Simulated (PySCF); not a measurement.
## How methods differ on the ionisation energy of Pd(2+)

Pd(2+) [Kr] 4d8 (3F) → Pd(3+) [Kr] 4d7 (4F), as a difference of total energies. Computed with PySCF 2.14 in def2-TZVPPD with the def2 core potential (28 electrons) (6s4p3d2f1g, 56 functions), with a scalar-relativistic core potential. Correlated levels: valence: 4s2 4p6 frozen. The calculations carry no spin-orbit coupling.

```json
{"method": "UHF", "ionisation energy (eV)": "31.177"}
{"method": "MP2 (valence)", "ionisation energy (eV)": "32.754"}
{"method": "SCS-MP2 (valence)", "ionisation energy (eV)": "32.766"}
{"method": "CCSD (valence)", "ionisation energy (eV)": "32.607"}
{"method": "CCSD(T) (valence)", "ionisation energy (eV)": "32.666"}
```

Task: How much does correlation contribute at CCSD(T) (valence)?

Result: 32.666 − (31.177) = 1.489 eV, measured against UHF.

The reference lies between the lowest fine-structure levels, while these numbers refer to the centres of the terms.

Errors of the correlated levels include the incompleteness of this basis and the frozen core.

For comparison: 32.93 eV (semi-empirical (NIST evaluation); NIST Atomic Spectra Database, ionization energies).
